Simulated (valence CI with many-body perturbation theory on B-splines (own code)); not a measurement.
## Ca7+ in brief

Method: relativistic CI+MBPT: three valence electrons over a frozen Dirac-Fock core [Ne], a basis of 11 s, 11 p, 9 d, 7 f, 5 g, 2 h, 1 i functions for each j, with the one-electron correlation potential Σ1, the two-electron term Σ2, the three-electron term Σ3, Breit, model QED; selected CI, second order for the rest, scaled by the run's own slope (own B-spline code, finite nucleus).

No measured spectrum was set against this ion. As an estimate, levels hold to about 100 cm⁻¹ or 0.05 % of their energy and the worst to 300 or 400 cm⁻¹, as in measured light ions of charge 2 to 7.

Rates and lifetimes use the calculated energies. Strong lines usually hold to 10 to 20 %, long lifetimes can be off by a factor of two.

Problem. What is the ground level?

Solution. 3s2.3p 2P°_1/2, composition 96 % 3s2.3p 2P°, g = 0.665.

Problem. How well does LS coupling describe the low levels?

Solution. Among the lowest 20 levels the leading LS term, summed over configurations, holds 98 % on average. For single configurations the figures are 88 % in LS and 63 % in jj coupling. Terms mix most in the J = 3/2 level at 377390 cm⁻¹, where the leading one holds 83 %.

Problem. Name the longest-lived excited levels whose lifetime is computed, and their main decay.

Solution. 3s2.3p 2P°_3/2 at 4312 cm⁻¹ lives 1.38 s, mostly by M1 to 3s2.3p 2P°_1/2; 3s.3p2 4P_3/2 at 131350 cm⁻¹ lives 2.30 μs, mostly by E1 to 3s2.3p 2P°_3/2; 3s.3p2 4P_5/2 at 133720 cm⁻¹ lives 789 ns, mostly by E1 to 3s2.3p 2P°_3/2. The lifetime of 3s.3p.3d 4F°_9/2 is too uncertain to give, and may be longer.

Problem. What is the ionisation energy?

Solution. 147.81 eV; NIST lists 147.24 ± 0.12 eV (measured).

Problem. Where does the other parity begin?

Solution. At 3s.3p2 4P_1/2, 129770 cm⁻¹.
